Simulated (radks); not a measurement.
Q: The mean radii <r> (bohr) of the occupied orbitals of an atom or ion are listed with their occupations. Method: scalar-relativistic Kohn-Sham, SCAN, spin-polarised, spherical densities, finite nucleus; meta-GGA in the generalised Kohn-Sham scheme; Fermi nuclear charge, rms radius of each element as measured or else 0.836 A^(1/3) + 0.57 fm; computed with a radial shooting solver on a logarithmic mesh with Libxc functionals.

orbital  occ.      <r>
1s up       1  0.01605
1s down     1  0.01605
2s up       1  0.06758
2s down     1  0.06758
2p up       3  0.06143
2p down     3  0.06143
3s up       1   0.1744
3s down     1   0.1744
3p up       3   0.1763
3p down     3   0.1763
3d up       5   0.1600
3d down     5   0.1600
4s up       1   0.3837
4s down     1   0.3837
4p up       3   0.4090
4p down     3   0.4089
4d up       5   0.4298
4d down     5   0.4294
5s up       1   0.8310
5s down     1   0.8277
4f up       7   0.4493
4f down     7   0.4479
5p up       3   0.9218
5p down     3   0.9176
5d up       3    1.073

Name the element and its charge. Open shells, if any, are filled with parallel spins first.

A: Z = 82, lead, charge +11: Pb11+ in [Xe] 4f14 5d3. The 1s radius gives Z: for a bare nucleus <r> = (2 gamma + 1)/(2Z) with gamma = sqrt(1 - (Z/c)^2), 0.01587 bohr for Z = 82, and screening makes it slightly larger (0.01605 here). The occupations add up to 71, and the charge is Z minus that.
